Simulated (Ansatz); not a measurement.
The cluster Al2O6H6⁺. Total charge 1; doublet. Geometry r2SCAN-D4/def2-SVP; atoms count from 1.

| atom | x (Å) | y (Å) | z (Å) |
| --- | --- | --- | --- |
| Al1 | 0.3789 | -0.3876 | 0.8821 |
| Al2 | -1.2326 | 0.6264 | -1.3736 |
| O3 | -1.9915 | 1.9801 | -0.7294 |
| O4 | 0.7025 | -0.1368 | 2.4845 |
| O5 | 1.7171 | -1.5435 | 0.2963 |
| O6 | 1.7344 | 0.4524 | -1.4162 |
| O7 | -1.2257 | -0.5804 | 0.1218 |
| O8 | 0.6466 | 0.6360 | -0.6729 |
| H9 | 2.2374 | -1.1266 | -0.4372 |
| H10 | 2.2990 | -2.0661 | 0.8752 |
| H11 | 0.4045 | 0.3306 | 3.2670 |
| H12 | -2.0468 | -0.8661 | 0.5516 |
| H13 | -2.4086 | 2.7666 | -1.0885 |
| H14 | -1.2151 | -0.0851 | -2.7609 |

The structure holds one bond between oxygen atoms, so isomers without such links may lie far lower. The structure comes from a short search, and lower isomers may exist.

Question: Estimate the Mulliken populations from the PBE0/def2-TZVP orbitals of Ansatz.

Answer: 
```tsv
atom	charge (e)	spin (α − β)
Al1	0.74	0.00
Al2	0.58	0.00
O3	-0.55	0.00
O4	-0.52	0.00
O5	-0.45	0.00
O6	-0.11	0.77
O7	-0.44	0.00
O8	-0.12	0.22
H9	0.41	0.00
H10	0.41	0.00
H11	0.36	0.00
H12	0.38	0.00
H13	0.35	0.00
H14	-0.03	0.00
```
Mulliken values depend strongly on the basis.

Question: Where does the spin sit?

Answer: Summed by element: Al 0.00, O 1.00, H 0.00, of 1 unpaired in all. Largest on single atoms: O6 0.77, O8 0.22, Al2 0.00.

Question: And the Mayer bond orders between heavy atoms (over 0.3)?

Answer: Al1–O4 1.33 (1.65 Å); Al1–O5 0.66 (1.86 Å); Al1–O7 0.83 (1.79 Å); Al1–O8 0.65 (1.88 Å); Al2–O3 1.24 (1.68 Å); Al2–O7 0.59 (1.92 Å); Al2–O8 0.44 (2.01 Å); O6–O8 1.18 (1.33 Å).
